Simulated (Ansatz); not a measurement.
Born–Oppenheimer molecular dynamics of C3H6AlClF2 (13 atoms, charge 0, multiplicity 1). It goes on from the last frame of an earlier run, with new velocities.

Computed with UKS BLYP/STO-3G (Ansatz 0.2.0).

```yaml
ensemble: NVE (velocity Verlet)
time_step: 0.5 fs
steps_asked: 102
starting_velocities_drawn_for: 300 K
seed: 652996
```

Frames 0.5 fs apart, positions in Å.

Velocities at 35.0 fs (Å/ps):

```
C 5.91 -4.46 8.20
C 9.61 -0.73 3.93
F -1.33 -5.60 -3.96
Cl -2.51 2.09 -5.74
C -1.96 -9.32 -1.75
Al 5.62 2.87 1.87
F -11.91 3.27 3.59
H -9.80 -3.19 12.17
H -37.44 -9.67 18.87
H 29.67 26.32 -12.92
H -9.40 22.56 19.77
H 29.74 -1.73 -11.79
H 22.96 32.01 9.09
```

```xyz
13
Properties=species:S:1:pos:R:3 time_fs=35.0 energy_less_start_eV=-0.520 T=664
C -1.247 0.107 -0.985
C -0.627 0.821 0.176
F -1.563 0.849 1.083
Cl 0.241 -1.480 2.402
C 0.756 1.145 0.280
Al 1.209 -0.860 0.651
F 0.412 -1.779 -0.666
H -2.218 0.111 -0.558
H -1.004 0.615 -1.937
H -0.690 -0.975 -0.853
H 1.211 1.618 1.056
H 1.332 1.187 -0.786
H 2.708 -0.958 0.557
13
Properties=species:S:1:pos:R:3 time_fs=35.5 energy_less_start_eV=-0.604 T=721
C -1.244 0.105 -0.981
C -0.622 0.820 0.178
F -1.563 0.846 1.081
Cl 0.240 -1.479 2.399
C 0.755 1.141 0.278
Al 1.212 -0.858 0.652
F 0.406 -1.777 -0.664
H -2.226 0.108 -0.553
H -1.024 0.610 -1.928
H -0.674 -0.962 -0.861
H 1.208 1.633 1.069
H 1.345 1.186 -0.789
H 2.720 -0.942 0.562
13
Properties=species:S:1:pos:R:3 time_fs=36.0 energy_less_start_eV=-0.709 T=793
C -1.240 0.103 -0.977
C -0.617 0.820 0.179
F -1.564 0.844 1.080
Cl 0.239 -1.478 2.396
C 0.755 1.135 0.276
Al 1.215 -0.857 0.653
F 0.400 -1.775 -0.662
H -2.239 0.105 -0.551
H -1.044 0.604 -1.920
H -0.658 -0.950 -0.870
H 1.208 1.651 1.089
H 1.354 1.187 -0.784
H 2.731 -0.925 0.567
13
Properties=species:S:1:pos:R:3 time_fs=36.5 energy_less_start_eV=-0.795 T=853
C -1.236 0.101 -0.973
C -0.611 0.820 0.179
F -1.566 0.841 1.079
Cl 0.238 -1.477 2.393
C 0.754 1.129 0.273
Al 1.218 -0.856 0.653
F 0.395 -1.773 -0.660
H -2.256 0.100 -0.552
H -1.065 0.598 -1.914
H -0.641 -0.938 -0.882
H 1.208 1.673 1.111
H 1.358 1.187 -0.773
H 2.741 -0.909 0.572
13
Properties=species:S:1:pos:R:3 time_fs=37.0 energy_less_start_eV=-0.845 T=888
C -1.233 0.098 -0.968
C -0.606 0.820 0.179
F -1.567 0.839 1.079
Cl 0.236 -1.476 2.391
C 0.754 1.124 0.270
Al 1.221 -0.855 0.654
F 0.389 -1.771 -0.657
H -2.274 0.093 -0.557
H -1.087 0.593 -1.911
H -0.624 -0.928 -0.895
H 1.208 1.696 1.133
H 1.358 1.188 -0.756
H 2.751 -0.893 0.577
13
Properties=species:S:1:pos:R:3 time_fs=37.5 energy_less_start_eV=-0.859 T=899
C -1.229 0.096 -0.964
C -0.601 0.820 0.178
F -1.568 0.837 1.080
Cl 0.235 -1.475 2.388
C 0.755 1.118 0.266
Al 1.224 -0.855 0.654
F 0.384 -1.769 -0.655
H -2.292 0.085 -0.565
H -1.108 0.588 -1.911
H -0.607 -0.920 -0.909
H 1.207 1.718 1.153
H 1.355 1.190 -0.734
H 2.759 -0.877 0.582
13
Properties=species:S:1:pos:R:3 time_fs=38.0 energy_less_start_eV=-0.843 T=888
C -1.226 0.094 -0.959
C -0.595 0.821 0.177
F -1.570 0.835 1.081
Cl 0.234 -1.474 2.385
C 0.757 1.113 0.263
Al 1.227 -0.854 0.654
F 0.378 -1.767 -0.652
H -2.309 0.075 -0.576
H -1.129 0.585 -1.914
H -0.590 -0.913 -0.925
H 1.204 1.739 1.170
H 1.348 1.193 -0.708
H 2.765 -0.861 0.587
13
Properties=species:S:1:pos:R:3 time_fs=38.5 energy_less_start_eV=-0.802 T=859
C -1.223 0.092 -0.954
C -0.590 0.821 0.175
F -1.571 0.833 1.082
Cl 0.232 -1.473 2.383
C 0.759 1.108 0.260
Al 1.230 -0.854 0.654
F 0.373 -1.765 -0.649
H -2.324 0.063 -0.590
H -1.150 0.582 -1.920
H -0.573 -0.909 -0.942
H 1.198 1.756 1.181
H 1.339 1.196 -0.679
H 2.770 -0.846 0.592
13
Properties=species:S:1:pos:R:3 time_fs=39.0 energy_less_start_eV=-0.741 T=816
C -1.220 0.090 -0.949
C -0.586 0.821 0.172
F -1.573 0.831 1.084
Cl 0.231 -1.472 2.380
C 0.762 1.103 0.258
Al 1.233 -0.853 0.653
F 0.368 -1.762 -0.646
H -2.335 0.050 -0.608
H -1.170 0.580 -1.928
H -0.556 -0.907 -0.959
H 1.189 1.770 1.187
H 1.329 1.200 -0.651
H 2.774 -0.831 0.597
13
Properties=species:S:1:pos:R:3 time_fs=39.5 energy_less_start_eV=-0.671 T=768
C -1.218 0.088 -0.945
C -0.582 0.822 0.169
F -1.575 0.830 1.086
Cl 0.230 -1.471 2.378
C 0.766 1.099 0.257
Al 1.236 -0.853 0.653
F 0.364 -1.760 -0.643
H -2.341 0.035 -0.628
H -1.190 0.578 -1.937
H -0.541 -0.906 -0.977
H 1.177 1.780 1.187
H 1.320 1.205 -0.625
H 2.775 -0.816 0.602
13
Properties=species:S:1:pos:R:3 time_fs=40.0 energy_less_start_eV=-0.616 T=730
C -1.217 0.087 -0.940
C -0.579 0.822 0.166
F -1.576 0.828 1.089
Cl 0.228 -1.470 2.376
C 0.769 1.096 0.257
Al 1.240 -0.853 0.653
F 0.359 -1.757 -0.639
H -2.344 0.019 -0.650
H -1.208 0.576 -1.946
H -0.527 -0.907 -0.995
H 1.163 1.785 1.180
H 1.313 1.212 -0.605
H 2.775 -0.802 0.607
13
Properties=species:S:1:pos:R:3 time_fs=40.5 energy_less_start_eV=-0.607 T=725
C -1.216 0.085 -0.936
C -0.577 0.822 0.162
F -1.578 0.827 1.092
Cl 0.227 -1.469 2.373
C 0.774 1.092 0.258
Al 1.243 -0.854 0.652
F 0.355 -1.755 -0.636
H -2.341 0.001 -0.673
H -1.225 0.575 -1.954
H -0.514 -0.909 -1.012
H 1.146 1.786 1.168
H 1.310 1.220 -0.593
H 2.774 -0.789 0.612
```

Of the whole run (51 fs, mean temperature of the second half 888 K): The conserved energy stayed within 0.95 meV per atom of its start (net change -0.3 meV per atom), so the integration is sound. The system heated up, since it started high on the potential surface and ran downhill. A run of 0.051 ps of so small a system gives no equilibrium averages. Limits of this set-up: minimal basis.

Run time: 8 min on 1 thread of Arm Neoverse V2, with other jobs on the host, peak memory 0.13 GiB.
